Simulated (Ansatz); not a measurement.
Start from `OCC(F)(F)F` and change one atom or group to get `C[Te]C(F)(F)F`.

Ansatz, PBE0-D4/def2-TZVP geometries, multiplicity 1. Each molecule was computed in one conformer, which needn't be the lowest.

Elements past krypton have def2 core potentials.  Spin–orbit coupling is left out; it splits and shifts lone-pair levels of the heavy atoms by tenths of an eV.

```tsv
property	`OCC(F)(F)F`
size of the dipole moment (PBE/def2-TZVPP) / D	1.60
HOMO energy (PBE0/def2-TZVPP) / eV	-8.85
LUMO energy (PBE0/def2-TZVPP) / eV	0.85
ideal-gas entropy at 298 K and 1 bar (rigid rotor, harmonic PBE0-D4/def2-TZVP) / J/(mol·K)	320
size of the dipole moment (B3LYP/def2-TZVPP) / D	1.71
HOMO energy (B3LYP/def2-TZVPP) / eV	-8.61
```

**Question.** Give the same properties after the change, and the shifts. (Best estimate.)

**Answer.** The calculation gave: 
```json
{"property": "size of the dipole moment (PBE/def2-TZVPP) / D", "`C[Te]C(F)(F)F`": "2.06", "shift": "0.46"}
{"property": "HOMO energy (PBE0/def2-TZVPP) / eV", "`C[Te]C(F)(F)F`": "-6.52", "shift": "2.33"}
{"property": "LUMO energy (PBE0/def2-TZVPP) / eV", "`C[Te]C(F)(F)F`": "-1.27", "shift": "-2.12"}
{"property": "ideal-gas entropy at 298 K and 1 bar (rigid rotor, harmonic PBE0-D4/def2-TZVP) / J/(mol·K)", "`C[Te]C(F)(F)F`": "374", "shift": "54"}
{"property": "size of the dipole moment (B3LYP/def2-TZVPP) / D", "`C[Te]C(F)(F)F`": "2.31", "shift": "0.60"}
{"property": "HOMO energy (B3LYP/def2-TZVPP) / eV", "`C[Te]C(F)(F)F`": "-6.31", "shift": "2.30"}
```

With PBE0 the HOMO rises by 2.33 eV and the LUMO falls by 2.12 eV, so the gap narrows by about 4.45 eV. PBE moves the HOMO by 1.67 eV and ωB97M-V by 2.64 eV. Dipoles are sizes alone; their direction can turn. Modes under 60 cm⁻¹, often nearly free rotors, make the harmonic entropy too high.

B3LYP here is the variant with VWN-RPA as its local correlation; programs differ in this.
